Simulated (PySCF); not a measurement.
CH4N2OSi, SMILES [SiH2](N)OC#N. Heavy atoms are numbered as in [N:1]#[C:2][O:3][SiH2:4][NH2:5]. Hydrogens are named by the atom that carries them.

The structure is a stationary point at B3LYP-D3(BJ)/def2-SVP. This is a generated structure with no PubChem entry under its InChIKey; it may be hypothetical. The values are those of a single conformer.

Method: PBE/pcSseg-1 (PySCF).

GIAO shieldings, no solvent; atoms alike by connectivity are averaged. δ = σ(ref) − σ: ¹⁵N against NH3 (σ = 267.0 ppm); ¹³C against TMS (σ = 182.0 ppm); ¹⁷O against H2O (σ = 334.3 ppm); ²⁹Si against TMS (σ = 335.4 ppm); ¹H against TMS (σ = 31.49 ppm), references at their B3LYP-D3(BJ)/def2-TZVP geometries, non-relativistic.

```csv
nucleus,atoms,count,δ (ppm)
¹⁵N,N1,1,185.4
¹⁵N,N5 (NH2),1,43.7
¹³C,C2,1,110.6
¹⁷O,O3,1,84.0
²⁹Si,Si4 (SiH2),1,-22.9
¹H,H on Si4,2,5.27
¹H,H on N5,2,2.01
```
